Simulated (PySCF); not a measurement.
Species: W(CH)Cl3, CHCl3W (singlet state).
Structure used (PBE0-D3(BJ)/def2-SVP), in Å, numbered top down from 1:
```
atom  x, y, z in Å
W1    -0.0555   -0.0152   -0.4974
C2     0.1865   -0.0160    1.2190
H3     0.3352   -0.0145    2.3016
Cl4    2.0510   -0.0213   -1.3403
Cl5   -1.2262    1.8896   -0.8757
Cl6   -1.2278   -1.9187   -0.8765
```

Computed, not measured: PBE0-D3(BJ)/def2-SVP geometry optimisation, gas phase, def2 core potentials past Kr (PySCF).

Which atoms are bound to W1, and at what distances?

4 atoms: C2 1.733 Å, Cl6 2.267 Å, Cl5 2.268 Å, Cl4 2.269 Å. The nearest atom not counted as bound is H3, at 2.83 Å.

List the angles at W1.

```json
{"angle": "Cl4–W1–Cl5", "degrees": "114.8", "distance of the outer atoms (Å)": "3.82"}
{"angle": "Cl4–W1–Cl6", "degrees": "114.6", "distance of the outer atoms (Å)": "3.82"}
{"angle": "Cl5–W1–Cl6", "degrees": "114.2", "distance of the outer atoms (Å)": "3.81"}
{"angle": "C2–W1–Cl4", "degrees": "103.8", "distance of the outer atoms (Å)": "3.17"}
{"angle": "C2–W1–Cl5", "degrees": "103.7", "distance of the outer atoms (Å)": "3.16"}
{"angle": "C2–W1–Cl6", "degrees": "103.7", "distance of the outer atoms (Å)": "3.16"}
```

What is the shape at W1?

Distorted tetrahedral: angles from 103.7° to 114.8°; τ4 = (360° − α − β)/141° = 0.93 with α and β the two widest (0 for a square, 1 for a tetrahedron).

What are the other bond lengths?

C2–H3 1.093 Å.

What are the rotational constants (commonest isotopes, rigid rotor)?

A = 1557, B = 1547, C = 992.7 MHz: an oblate symmetric top.

Point group: C3v (every atom within 0.08 Å of its image). Charge 0, singlet. No frequency check.

On one thread, Arm Neoverse V1 (aarch64), no GPU, on a shared host, this took 65 s wall and 0.42 GiB of memory at its peak. This is the geometry optimisation.
